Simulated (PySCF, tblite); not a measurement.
Isomers of C5H9N3SSi, one GFN2-xTB conformer each. Single-point energies are computed at PBE0/pcSseg-1 (PySCF, gas phase, no added dispersion term), electronic only.

Question: Rank them by PBE0/pcSseg-1 energy, lowest first (kcal/mol).
A. `[CH2:1]=[CH:2][c:3]1[cH:4][c:5]([S:6][SiH2:7][NH2:8])[n:9][nH:10]1` with C1–C2–C3–C4 -177°, C4–C5–S6–Si7 180°, C5–S6–Si7–N8 175°, S6–Si7–N8–H 31° and 176°
B. `[CH2:1]=[CH:2][c:3]1[nH:4][n:5][c:6]([S:7][SiH3:8])[c:9]1[NH2:10]` with C1–C2–C3–N4 0°, N5–C6–S7–Si8 2°

Answer: A (0.0), B (20.5).

GFN2-xTB itself gives, in the same order: 0.0, 8.6. Both levels put the same isomer lowest.

Question: Which frontier levels, dipoles and rotational constants go with these structures?

Answer: 
```
                 SMILES  HOMO (eV, PBE0/pcSseg-1)  LUMO (eV)  dipole (D)       A, B, C (MHz)
C=Cc1cc(S[SiH2]N)n[nH]1                     -6.19      -1.15        2.27  3763, 438.9, 395.1
C=Cc1[nH]nc(S[SiH3])c1N                     -5.73      -1.00        2.77  2205, 584.4, 464.8
```

Question: What happens when harmonic zero-point energies from GFN2-xTB frequencies are added?

Answer: 
```csv
SMILES,ZPE (kcal/mol),electronic (kcal/mol),with ZPE (kcal/mol)
C=Cc1cc(S[SiH2]N)n[nH]1,84.7,0.0,0.0
C=Cc1[nH]nc(S[SiH3])c1N,83.7,20.5,19.5
```

The zero-point energies span 1.0 kcal/mol. The order is unchanged.
